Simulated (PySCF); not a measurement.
SMILES C[Si](C)(C)C[SiH2]F (GFN2-xTB optimised geometry):

```
20

Si    -1.959     0.885     0.314
F     -2.795    -0.096    -0.659
C     -0.116     0.617     0.000
Si     0.486    -1.207     0.000
C      2.396    -1.207     0.000
C     -0.147    -2.090     1.567
C     -0.156    -2.094    -1.558
H     -2.417     2.218    -0.063
H     -2.382     0.499     1.653
H      0.147     1.061    -0.961
H      0.446     1.175     0.748
H      2.794    -0.732     0.892
H      2.788    -2.218    -0.033
H      2.795    -0.674    -0.858
H      0.128    -1.550     2.468
H     -1.229    -2.177     1.552
H      0.263    -3.092     1.648
H     -1.237    -2.026    -1.624
H      0.256    -1.658    -2.463
H      0.108    -3.148    -1.553
```

Calculation: PySCF with PBE0/def2-SVP.

**Question.** What are the frontier orbital energies and the dipole moment?

**Answer.** HOMO-2 -8.45 eV, HOMO-1 -8.43 eV, HOMO -8.17 eV, LUMO 0.77 eV, LUMO+1 1.38 eV; dipole moment 1.84 D.

On the same geometry PBE/def2-SVP in PySCF 2.14.0 gives HOMO-2 -7.11 eV, HOMO-1 -7.09 eV, HOMO -6.85 eV, LUMO -0.11 eV, LUMO+1 0.57 eV; dipole moment 1.72 D.

Meta-Löwdin charges at PBE0/def2-SVP: Si1 0.92, F2 -0.49, C3 -0.68, Si4 0.89, C5 -0.55, C6 -0.56, C7 -0.56, H8 -0.12, H9 -0.13, H10 0.13, H11 0.13, H12 0.11, H13 0.11, H14 0.11, H15 0.11, H16 0.11, H17 0.11, H18 0.12, H19 0.11, H20 0.11.
